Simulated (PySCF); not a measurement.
Isomers C7H8ClP:

A. `InChI=1S/C7H8ClP/c1-5-3-4-7(8)6(2)9-5/h3-4H,1-2H3`
B. SMILES c1(C)cc(Cl)cpc1C
C. SMILES CPc1ccc(Cl)cc1

Spectrum 1. ¹H NMR (500 MHz, computed): δ 8.81 (m, 1H), 7.56 (m, 1H), 2.69 (m, 3H), 2.46 (s, 3H). ¹³C{¹H} NMR (computed): δ 175.4 (C), 161.1 (CH), 149.6 (C), 147.9 (C), 138.3 (CH), 25.5 (CH3), 25.1 (CH3).

Spectrum 2. ¹H NMR (500 MHz, computed): δ 7.64 (m, 2H), 7.52 (m, 2H), 4.18 (m, 1H), 1.39 (m, 3H). ¹³C{¹H} NMR (computed): δ 146.4 (C), 144.9 (C), 138.1 (CH), 134.7 (CH), 12.8 (CH3).

Spectrum 3. ¹H NMR (500 MHz, computed): δ 7.89 (m, 1H), 7.75 (m, 1H), 2.80 (m, 3H), 2.80 (m, 3H). ¹³C{¹H} NMR (computed): δ 179.6 (C), 175.6 (C), 147.5 (C), 139.6 (CH), 137.5 (CH), 27.6 (CH3), 26.2 (CH3).

[PySCF 2.14: shieldings: GIAO PBE0/pcSseg-1; geometry from GFN2-xTB; one conformer; rapidly exchanging positions averaged; non-relativistic; in vacuum]

δ = σ(ref) − σ, references computed at the same level: ¹H (σref 31.72) and ¹³C (σref 186.93) against TMS. Splittings of carbon signals by F and P are missing where no couplings were computed. Where no couplings were computed, multiplicities follow the n + 1 count of equivalent neighbours, and m marks all less simple cases (inequivalent or close neighbours, rings, F or P nearby). Shifts are as computed. Against solution values, carbons near 30 ppm lie about +3 ppm off and those near 130 ppm about +5 ppm; carbons on Cl a further +6 ppm. Of 1211 compounds with measured shifts, 218 miss one by over three times the rms of a fit or turn the order of signals round; such compounds aren't used in these exercises. Carbons bonded to Cl come out too deshielded.

Which spectrum belongs to which compound?

## Answers

1–B, 2–C, 3–A.

- Spectrum 1 (B): 7 ¹³C signals; δC 138.3 is an aromatic CH; δC 25.5 is a methyl carbon on an aromatic ring.
- Spectrum 2 (C): 5 ¹³C signals; δC 138.1 is an aromatic CH; δC 134.7 is an aromatic CH.
- Spectrum 3 (A): 7 ¹³C signals; δC 139.6 is an aromatic CH; δC 137.5 is an aromatic CH.
